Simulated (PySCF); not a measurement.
Compound: CF3C(O)Cl, C₂ClF₃O.
SMILES: `O=C(Cl)C(F)(F)F`

The calculation used PBE0-D3(BJ)/def2-TZVP geometry optimisation, gas phase (PySCF).

Take the most abundant isotopes and a rigid rotor. 

(1) Give the principal moments of inertia and the rotational constants in MHz.

(2) What kind of rotor is it?

(3) Is it planar, by Δ = Ic − Ia − Ib?

(4) Give the coordinates in the principal-axis frame, origin at the centre of mass.

(5) List the rotational levels J(Ka,Kc) to J = 3 (MHz).

(6) Predict some low-J microwave lines.

Answers

(1) Ia = 149.45, Ib = 281.47, Ic = 342.26 u·Å²; 505379 MHz·u·Å²/I gives A = 3382, B = 1795, C = 1477 MHz.

(2) An asymmetric top; Ray's κ = -0.665.

(3) Not planar: Δ = Ic − Ia − Ib = -88.66 u·Å². For a rigid frame Δ = −2 Σ m c², so Σ m c² = 44.33 u·Å² lies off the ab plane. The atom farthest from that plane is 1.15 Å away.

(4) The sense of each axis is arbitrary; atoms in the order of the calculation.
```json
{"atom": "O1", "mass (u)": "15.995", "a (Å)": "0.573", "b (Å)": "1.819", "c (Å)": "-0.006"}
{"atom": "C2", "mass (u)": "12.000", "a (Å)": "0.499", "b (Å)": "0.645", "c (Å)": "-0.010"}
{"atom": "Cl3", "mass (u)": "34.969", "a (Å)": "1.871", "b (Å)": "-0.428", "c (Å)": "-0.002"}
{"atom": "C4", "mass (u)": "12.000", "a (Å)": "-0.844", "b (Å)": "-0.129", "c (Å)": "-0.003"}
{"atom": "F5", "mass (u)": "18.998", "a (Å)": "-0.973", "b (Å)": "-0.782", "c (Å)": "1.148"}
{"atom": "F6", "mass (u)": "18.998", "a (Å)": "-0.887", "b (Å)": "-1.005", "c (Å)": "-0.999"}
{"atom": "F7", "mass (u)": "18.998", "a (Å)": "-1.849", "b (Å)": "0.717", "c (Å)": "-0.132"}
```

(5) Above 0(0,0):
J = 1: 1(0,1) 3272, 1(1,1) 4858, 1(1,0) 5177
J = 2: 2(0,2) 9773, 2(1,2) 11084, 2(1,1) 12040, 2(2,1) 16799, 2(2,0) 16842
J = 3: 3(0,3) 19421, 3(1,3) 20396, 3(1,2) 22306, 3(2,2) 26615, 3(2,1) 26827, 3(3,1) 35368, 3(3,0) 35372
The levels of one J sum to (2J + 1)J(J + 1)(A + B + C)/3.

(6) The dipole components are |μa| = 0.32 D, |μb| = 0.84 D, |μc| = 0.04 D. Intensities carry the squares of the components, which stand as 0.14 : 1.00 : 0.00 (a : b : c). Some lines, for components of 0.1 D or more:

```
type  branch         J(Ka,Kc)    MHz  lower level (cm⁻¹)
   a       Q  1(1,0) ← 1(1,1)    319               0.162
   a       Q  2(1,1) ← 2(1,2)    957               0.370
   b       Q  1(1,0) ← 1(0,1)   1905               0.109
   b       Q  2(1,1) ← 2(0,2)   2267               0.326
   a       R  1(0,1) ← 0(0,0)   3272               0.000
   b       Q  2(2,0) ← 2(1,1)   4802               0.402
   b       R  1(1,1) ← 0(0,0)   4858               0.000
   b       R  2(0,2) ← 1(1,1)   4915               0.162
   b       Q  2(2,1) ← 2(1,2)   5715               0.370
   a       R  2(1,2) ← 1(1,1)   6225               0.162
   a       R  2(0,2) ← 1(0,1)   6501               0.109
   a       R  2(1,1) ← 1(1,0)   6863               0.173
   b       R  2(1,2) ← 1(0,1)   7811               0.109
   b       R  2(2,1) ← 1(1,0)  11622               0.173
   b       R  2(2,0) ← 1(1,1)  11984               0.162
```

Whether it is a minimum is left open (no frequencies). Zero-point vibration and centrifugal distortion are left out. Quadrupole hyperfine structure (35Cl) is left out.

Hardware: an Arm Neoverse N1 with one thread, shared host with 64 logical CPUs at a one-minute load of 56. Cost: 3.4 min wall, 0.90 GiB resident at most. That covers the optimisation of the geometry.

Shape of the structure used: `[O:1]=[C:2]([Cl:3])[C:4]([F:5])([F:6])[F:7]`: O1–C2–C4–F5 -113°.
